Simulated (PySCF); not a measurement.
C2H8O2Si.
SMILES with atom numbers: `[CH3:1][CH2:2][SiH:3]([OH:4])[OH:5]`

A calculation gives these core lines: C 1s: 290.14 (area 1), 290.52 (area 1) eV; O 1s: 538.52 eV; Si 1s: 1847.49 eV; Si 2p3/2: 107.43 eV.

Computed, not measured: PySCF 2.14.0, delta-SCF UKS SCAN, pcX-2 on the ionised atom, pcseg-1 elsewhere, spin-free X2C. Isolated species at its PBE0-D3(BJ)/def2-SVP geometry (one conformer only).

Problem. Which carbon gives which C 1s line?

Solution. 290.14 eV: C2 (sp3 carbon bound to silicon); 290.52 eV: C1 (methyl carbon). Lowest listed C 1s: C2, bonded to C, 2 H and Si. Highest, 0.38 eV above it: C1, bonded to C and 3 H.

Bonded neighbours of each site: C1: C and 3 H; C2: C, 2 H and Si; Si3: 2 O, C and H; O4/O5: H and Si.

Problem. Which photon energy gives electrons from C 1s of C1 a kinetic energy of 150 eV, and what is their de Broglie wavelength?

Solution. hν = 290.52 + 150 = 440.52 eV, recoil neglected; λ = 12.264 Å/√(E/eV) = 1.00 Å.

One atom of each set of topologically equivalent atoms was ionised and stands for the set; in this conformer not all members are related by symmetry, and their own values weren't computed. Spin–orbit coupling isn't in the SCF: each 2p doublet comes from a relaxed spin-free hole plus a matrix of the shell (mean-field spin–orbit coupling and the ground-state 2p splitting), with 2p3/2 averaged over its two sublevels. 2p1/2 minus 2p3/2 (ligand field included): Si 0.63 eV.

The values belong to the conformer `[CH3:1][CH2:2][SiH:3]([OH:4])[OH:5]`: C1–C2–Si3–O4 58°, H–O4–Si3–C2 103°, H–O5–Si3–C2 164°.
